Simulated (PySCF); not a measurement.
Compound: 5-ethynylcyclopentadiene, C₇H₆.
Atom-mapped SMILES: `[CH:1]#[C:2][CH:3]1[CH:4]=[CH:5][CH:6]=[CH:7]1` (hydrogens: H8 on C1; H9 on C3; H10 on C4; H11 on C5; H12 on C6; H13 on C7)

Method used: PySCF 2.14.0, PBE0-D3(BJ)/def2-SVP geometry optimisation, gas phase.

(1) What internal coordinates does the optimisation give?

## Answers

(1) 
| bond | length (Å) |
| --- | --- |
| C1≡C2 | 1.211 |
| C2–C3 | 1.460 |
| C3–C4, C3–C7 | 1.509 |
| C4=C5, C6=C7 | 1.347 |
| C5–C6 | 1.465 |
| C1–H8 | 1.074 |
| C3–H9 | 1.111 |
| C4–H10, C7–H13 | 1.090 |
| C5–H11, C6–H12 | 1.091 |

Bonds in one row agree within 0.01 Å and their mean is given. A selection of angles:
| angle | degrees |
| --- | --- |
| C2–C1–H8 | 179.7 |
| C1–C2–C3 | 179.7 |
| C2–C3–C4 | 115.0 |
| C2–C3–H9 | 108.0 |
| C4–C3–C7 | 103.1 |
| C4–C3–H9 | 107.7 |
| C3–C4–C5 | 109.0 |
| C3–C4–H10 | 123.2 |
| C5–C4–H10 | 127.8 |
| C4–C5–C6 | 109.5 |
| C4–C5–H11 | 125.9 |
| C6–C5–H11 | 124.6 |

Torsions: C2–C3–C4–C5 128° (anticlinal); C3–C4–C5–C6 -1° (synperiplanar); C4–C5–C6–C7 0° (synperiplanar); C5–C6–C7–C3 1° (synperiplanar); C2–C3–C7–C6 -128° (anticlinal).

The 5-membered ring C3–C4–C5–C6–C7 has internal angles of 103.1° to 109.5° (sum 540°, against 540° for a flat polygon); it is planar, 0.01 Å rms from its mean plane, widest ring torsion 2°. The 7 C–C bonds span 1.211 Å (C1≡C2, drawn triple) to 1.509 Å (C3–C7, drawn single), a spread of 0.298 Å.

Point group: Cs (every atom within 0.08 Å of its image). Stationary, but not proved a minimum.
